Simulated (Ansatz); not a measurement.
`[GaH2][NH]B1CS1` + NH₃ → `NB1CS1` + `[NH2][GaH2]` at 700 K and 1 bar (ligand exchange at a B–N bond).

Gas-phase electronic energies from Ansatz, PBE0-D4/def2-TZVP geometries. CBS: MP2 limit from def2 TZ/QZ plus the TZ coupled-cluster correction, frozen cores. This one scheme is used for every species. For Ga outer-core shells are correlated without core-valence functions, which leaves a few kJ/mol of doubt a bond. Scalar relativity is left out up to krypton. Each species was taken in one conformer, which may not be the lowest.

| species | CCSD(T)/CBS energy (Eh) | H − E (kJ/mol) | S (J/(mol·K)) |
| --- | --- | --- | --- |
| `[GaH2][NH]B1CS1` | -2442.32425 | 242.1 | 470.8 |
| NH₃ | -56.50880 | 116.9 | 226.5 |
| `NB1CS1` | -517.77714 | 211.0 | 373.4 |
| `[NH2][GaH2]` | -1981.05479 | 148.0 | 331.7 |

H − E and S are ideal-gas, rigid-rotor, harmonic terms from PBE0-D4/def2-TZVP, for one conformer and one mirror image of each species. 1 Eh = 2625.50 kJ/mol, R = 8.31446 J/(mol·K).

Question: By hand: ΔE, ΔH, ΔS and ΔG.

Answer: ΔE = (-517.77714) + (-1981.05479) − (-2442.32425) − (-56.50880) = 0.00112 Eh = 2.9 kJ/mol. Δ(H − E) = 211.0 + 148.0 − 242.1 − 116.9 = 0.0, so ΔH = 2.9 kJ/mol. ΔS = 373.4 + 331.7 − 470.8 − 226.5 = 7.8 J/(mol·K). ΔG = 2.9 − 700 × (7.8)/1000 = -2.6 kJ/mol.

Question: By hand: the equilibrium constant, and the temperature at which ΔG would vanish if ΔH and ΔS stayed fixed.

Answer: log₁₀ K = −ΔG/(RT ln 10) = 0.2. ΔG = 0 at ΔH/ΔS = 372 K, though so small a ΔH makes that figure unsure.

TΔS isn't small against ΔH here. The sign of ΔG lies within the doubt. A doubt of 5 kJ/mol in ΔE shifts log₁₀ K by 0.4 here. Other conformers and mirror images would add mixing entropy, several J/(mol·K) or more a flexible species. These are equilibria of isolated gas molecules and say nothing of rates. Largest T1 diagnostic: 0.014 (customary marks: 0.02 for closed shells, 0.045 for open ones).
